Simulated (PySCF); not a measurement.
SMILES F[C](F)C#CC(F)(F)F (C4F5), doublet, B3LYP/def2-SVP optimised geometry.

```
9

F     -2.64    -1.02     0.01
C     -1.92     0.07     0.00
F     -2.64     1.16     0.00
C     -0.55     0.07     0.00
C      0.68     0.07    -0.01
C      2.15     0.07     0.02
F      2.62    -1.16    -0.17
F      2.64     0.87    -0.94
F      2.62     0.52     1.19
```

Density from unrestricted B3LYP/def2-TZVP run with PySCF at that geometry.

Minimum of the electron density along straight lines between bonded atoms, close to the bond critical point (lines longer than 1.1 times the sum of covalent radii, or with two minima, are not listed):

```
bond   length / Å  ρ at the minimum / e bohr⁻³  ∇²ρ there / e bohr⁻⁵  position (fraction from the first atom)
-----  ----------  ---------------------------  --------------------  ---------------------------------------
F1–C2       1.314                        0.293                 -0.12                                     0.67
C2–F3       1.314                        0.293                 -0.12                                     0.34
C2–C4       1.364                        0.328                 -0.96                                     0.51
C4–C5       1.230                        0.396                 -1.10                                     0.51
C5–C6       1.467                        0.287                 -0.84                                     0.50
C6–F7       1.340                        0.291                 -0.60                                     0.35
C6–F8       1.341                        0.290                 -0.61                                     0.35
C6–F9       1.343                        0.289                 -0.61                                     0.35
```
